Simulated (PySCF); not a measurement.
# Optical rotation: SMILES [C@H]1(Cl)C(F)=CC[Si@H]1F, C4H5ClF2Si

Molfile (atoms numbered from 1):
```
C4H5ClF2Si
     RDKit          3D

 13 13  0  0  0  0  0  0  0  0999 V2000
   -1.6121   -1.0271    1.8954 F   0  0  0  0  0  0  0  0  0  0  0  0
   -0.7500   -0.5473    0.9768 C   0  0  0  0  0  0  0  0  0  0  0  0
    0.5415   -0.8408    0.9972 C   0  0  0  0  0  0  0  0  0  0  0  0
    1.4100   -0.2293   -0.0614 C   0  0  0  0  0  0  0  0  0  0  0  0
    0.2643    1.0011   -0.9526 Si  0  0  1  0  0  4  0  0  0  0  0  0
    0.2254    0.7615   -2.5407 F   0  0  0  0  0  0  0  0  0  0  0  0
   -1.3100    0.3358   -0.0824 C   0  0  1  0  0  0  0  0  0  0  0  0
   -2.3030   -0.6645   -1.2209 Cl  0  0  0  0  0  0  0  0  0  0  0  0
    0.9710   -1.4924    1.7408 H   0  0  0  0  0  0  0  0  0  0  0  0
    1.7832   -1.0087   -0.7298 H   0  0  0  0  0  0  0  0  0  0  0  0
    2.2884    0.2248    0.3970 H   0  0  0  0  0  0  0  0  0  0  0  0
    0.4894    2.4224   -0.7714 H   0  0  0  0  0  0  0  0  0  0  0  0
   -2.0024    1.0649    0.3344 H   0  0  0  0  0  0  0  0  0  0  0  0
  1  2  1  0
  2  3  2  0
  3  4  1  0
  4  5  1  0
  5  6  1  0
  5  7  1  0
  7  8  1  0
  7  2  1  0
  3  9  1  0
  4 10  1  0
  4 11  1  0
  5 12  1  6
  7 13  1  1
M  END
```

The calculation used TDDFT PBE0/def2-SVPD circular dichroism and optical rotation, one conformer, gas phase (PySCF). Geometry: GFN2-xTB.

Stereocentres: Si5 R, C7 S.

Task: Give the optical rotatory dispersion at 633, 589.3, 546, 436, 405, 365, 355 nm.

Result: [α] in deg dm⁻¹ (g/mL)⁻¹:
```tsv
λ (nm)	origin-invariant length gauge	modified velocity gauge	length gauge (centre of mass)	isotropic polarisability (au)
633	+279.3	+278.1	+278.6	84.4
589.3	+333.6	+332.1	+332.6	84.7
546	+405.7	+403.9	+404.6	85.2
436	+763.0	+759.6	+761.0	87.0
405	+962.3	+957.8	+959.8	87.9
365	+1377.0	+1370.0	+1373.2	89.4
355	+1527.0	+1519.1	+1522.9	89.9
```

Task: And for the mirror image at 589.3 nm?

Result: -333.6 deg dm⁻¹ (g/mL)⁻¹ (origin-invariant length gauge): the same size and the opposite sign.

Task: What is the molar rotation [Φ] = [α]·M/100 of the geometry above at 589.3 nm?

Result: With M = 154.62 g/mol, +515.7 deg cm² dmol⁻¹ (origin-invariant length gauge).

The first excitation lies at 5.69 eV (218 nm) with R = +20.4 × 10⁻⁴⁰ esu² cm² (velocity form).
